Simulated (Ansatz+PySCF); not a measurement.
doublet PdH: levels of theory in one basis

```xyz
2

Pd    0.0000    0.0000    0.0000
H     0.0000    0.0000    1.5902
```

Basis set: def2-SVP (spherical functions, with the set's core potentials past Kr). All electrons outside the core potentials are correlated. Correlation on ROHF uses semicanonical orbitals with singles. Charge 0, multiplicity 2.

Computed with Ansatz (development build ahead of 0.2.0); each method stands on the lowest determinant of its kind that the runs found.

```json
{"method": "ROHF", "E − E(ROHF) (eV)": "0.00", "<S²> of the determinant": "0.75"}
{"method": "UHF", "E − E(ROHF) (eV)": "-0.10", "<S²> of the determinant": "0.77"}
{"method": "ROHF-MP2", "E − E(ROHF) (eV)": "-6.36", "<S²> of the determinant": "–"}
{"method": "UHF-MP2", "E − E(ROHF) (eV)": "-6.33", "<S²> of the determinant": "0.77"}
```

Task: Is a single determinant a sound starting point here?

Result: By this sign, yes. Unrestricted orbitals gain 0.10 eV and <S²> is 0.77 against 0.75 for a pure state.

Caution: other spin multiplicities were not run.
